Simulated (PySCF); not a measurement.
Predicted spectroscopic data

Computational details: geometry: GFN2-xTB, shieldings: GIAO PBE0/pcSseg-1, in PySCF 2.14.0 with density-fitted response routines (relativity neglected, in vacuum, fast rotation and ring inversion assumed for equivalent nuclei, one computed conformer).

δ = σ(ref) − σ, references computed at the same level: TMS for 1H and 13C. Splittings of carbon signals by F and P are missing where no couplings were computed. Where no couplings were computed, multiplicities follow the n + 1 count of equivalent neighbours, and m marks all less simple cases (inequivalent or close neighbours, rings, F or P nearby). Shifts are as computed. Against solution values, carbons near 30 ppm lie about +3 ppm off and those near 130 ppm about +5 ppm; carbons on Cl a further +6 ppm. Of 1309 compounds with measured shifts, 239 miss one by over three times the rms of a fit or turn the order of signals round; such compounds aren't used in these exercises. Carbons bonded to Cl come out too deshielded.

Compound 1 (C₇H₁₀F₂O₂). 1H NMR (400 MHz, computed): δ 5.46 (m, 1H), 4.55 (m, 1H), 4.20 (m, 1H), 3.77 (s, 3H), 2.85 (m, 1H), 2.64 (m, 1H), 2.27 (m, 1H), 2.19 (m, 1H). 13C{1H} NMR (computed): δ 209.0 (C), 96.7 (CH), 95.8 (CH), 85.5 (CH), 62.6 (CH3), 37.0 (CH2), 29.2 (CH2). Structure: `InChI=1S/C7H10F2O2/c1-11-7-4(8)2-3-5(10)6(7)9/h4,6-7H,2-3H2,1H3/t4-,6-,7-/m1/s1`.

Compound 2 (C₇H₁₁ClSi). 1H NMR (400 MHz, computed): δ 4.44 (m, 1H), 4.33 (m, 1H), 3.97 (m, 1H), 3.36 (m, 1H), 2.64 (m, 1H), 2.13 (m, 1H), 1.80 (d, 1H), 1.70 (m, 1H), 1.46 (m, 1H), 0.90 (m, 1H), 0.61 (m, 1H). 13C{1H} NMR (computed): δ 90.2, 81.3, 67.7, 35.1, 30.2, 9.9, 3.8. Structure: `C#C[C@@H]1C[SiH2]CC[C@H]1Cl`.
